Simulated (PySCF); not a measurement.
Screening by computed properties: pick the candidate that meets the target.

All species are isolated and taken at one optimised geometry, non-relativistic unless stated; the electronic structure was computed with PySCF and density fitting.

Dipoles, sizes and rotational constants follow the conformer. The torsions of the flexible species, by atom-mapped SMILES:
- `[CH3:1][CH2:2][CH2:3][P@H:4](=[O:5])[C:6]([CH3:7])([CH3:8])[CH3:9]`: C1–C2–C3–P4 -64°, C2–C3–P4–O5 -42°, C3–P4–C6–C7 -52°
- `[CH3:1][C@@H:2]1[C@H:3]([CH3:4])[P:5]1[n:6]1[cH:7][cH:8][cH:9][cH:10]1`: C3–P5–N6–C7 120°
- `[CH3:1][CH2:2][O:3][CH2:4]/[N:5]=[CH:6]\[C:7]([CH3:8])=[O:9]`: C1–C2–O3–C4 -177°, C2–O3–C4–N5 -94°, O3–C4–N5–C6 -10°, N5–C6–C7–C8 -86°
- `[CH3:1][CH:2]([CH3:3])[CH:4]([F:5])[CH:6]([CH3:7])[CH3:8]`: C1–C2–C4–F5 -60°, C2–C4–C6–C7 60°

Question: Wanted: HOMO–LUMO gap above 9 eV (PBE0/pcSseg-1) and smallest rotational constant above 0.7 GHz (GFN2-xTB), at GFN2-xTB geometries. Which candidate meets both?
A. `C[C@@H]1[C@H](C)P1n1cccc1`
B. `CCOC/N=C\C(C)=O`
C. `C(C)(C)C(C(C)C)F`
D. `CCC[P@H](=O)C(C)(C)C`

Answer: C. Computed values:
```csv
species,HOMO–LUMO gap,smallest rotational constant
CCOC/N=C\C(C)=O,6.18 eV,1.103 GHz
C[C@@H]1[C@H](C)P1n1cccc1,6.45 eV,0.630 GHz
CCC[P@H](=O)C(C)(C)C,8.48 eV,0.773 GHz
C(C)(C)C(C(C)C)F,9.96 eV,1.161 GHz
```
